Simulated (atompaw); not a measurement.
**Cd: PAW (atompaw) pseudisation with PBEsol, scalar-relativistic reference atom.**

```json
{"Element": "cadmium (Cd)", "Generator": "atompaw 4.2.0.5", "Type": "PAW", "Functional": "PBEsol", "Relativity": "scalar-relativistic", "Frozen core": "[Ar] 3d10", "Valence charge": "20", "Reference configuration": "4s2 4p6 4d10 5s1.5 5p0.5", "Partial waves": "4s (bound): rc 1.45 bohr; 5s (bound): rc 1.20 bohr; 4p (bound): rc 1.50 bohr; 5p (bound): rc 1.50 bohr; 4d (bound): rc 1.50 bohr; 4d channel at 0.8 Ry: rc 1.50 bohr", "Local potential": "troulliermartins scheme with l = 3 at -0.5 Ry, radius 1.15 bohr", "Core correction": "smooth core density matched at 1.05 bohr", "Augmentation charge": "sinc compensation charge, radius 1.20 bohr; PAW radius 1.50 bohr; waves and projectors: custom polynom vanderbiltortho"}
```

All-electron outer shells of the reference configuration (PBEsol, scalar-relativistic, ld1.x):

```csv
shell,level (eV),outermost node (bohr),outermost maximum (bohr)
3p,-602.00,0.14,0.32
3d,-394.66,–,0.27
4s,-106.85,0.43,0.79
4p,-67.94,0.43,0.84
4d,-12.74,0.42,0.98
5s,-6.38,1.06,2.32
5p,-1.64,1.19,3.21
```

Results:

| Item | Value |
| --- | --- |
| Cutoffs needed | 70 Ry and 110 Ry (the cutoffs (Ry, on a coarse ladder) from which the occupation-weighted sum of valence levels, in a spherical-Bessel basis at the reference potential, stays within 10 and 1 mRy of its value at 400 Ry) |
| Ghost test | ghost state, extra bound levels that the all-electron valence spectrum of the same l lacks: s at -970.1 eV; a true bound ghost makes a file unfit for plane-wave use (spherical-Bessel basis up to 400 Ry, 20 bohr box) |
| Lowest eigenvalue of the overlap operator | 0.10 (s channel) |
| Overlap eigenvalues printed by atompaw (projector basis) | 0.121, 0.127, 1.71, 1.68e+03, 1.84e+03, 1.13e+04 |
| Share of each valence orbital outside the PAW sphere | 4s 3 %, 5s 94 %, 4p 7 %, 5p 98 %, 4d 28 % |

Generation and tests took about 4.2 s on one core of a shared server CPU.
